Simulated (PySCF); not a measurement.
# Ga²⁺: excitation energy

Ga²⁺ [Ar] 3d10 4s1 (2S) → Ga²⁺ [Ar] 3d10 4d1 (2D), as a difference of total energies. Computed with PySCF 2.14 in dyall-av2z, with the non-relativistic Hamiltonian (point nucleus). The calculations carry no spin-orbit coupling.

```csv
method,excitation energy (eV)
UHF,16.681
LDA,17.903
PBE,17.397
PBE0,17.274
r2SCAN,17.421
HSE06,17.339
B97-3,17.147
wB97X-V,17.382
BP86,17.386
```

A first-order spin-orbit estimate (lowest level to lowest level, LS coupling) adds -0.007 eV.

The promoted electron is Rydberg-like, and one or two diffuse shells describe it only roughly, which tends to raise the upper state.
